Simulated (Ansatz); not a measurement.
```xyz
8

C     0.7157    0.7704    0.0857
C    -0.6717    0.8093   -0.0543
C    -0.5697   -0.8111    0.0125
C     0.6680   -0.8192   -0.0921
H     1.4299    1.6021    0.0353
H    -1.4716    1.6425   -0.0742
H    -1.3831   -1.5199    0.0361
H     1.4362   -1.5592    0.1160
```

Basis set: STO-3G (spherical functions). Left uncorrelated: 4 orbitals. Charge 0, multiplicity 1.

Computed with Ansatz (development build ahead of 0.2.0); each method stands on the lowest determinant of its kind that the runs found. Restricted open shells among the atoms or ions are ROHF, correlated in semicanonical orbitals with singles.

Q: Give the atomization energy at this shape (free ground-state atoms in the same class of orbitals less the molecule, no zero-point energy) of singlet C4H4 by RHF-MP2, RHF.

A:

```json
{"method": "RHF-MP2", "atomization energy": "34.50 eV"}
{"method": "RHF", "atomization energy": "28.56 eV"}
```

Caution: no unrestricted run beside it, a lower state can exist; the shape is not the minimum.

This basis has no polarisation functions and is too small for such energies, which can lie far from measured ones in either direction.
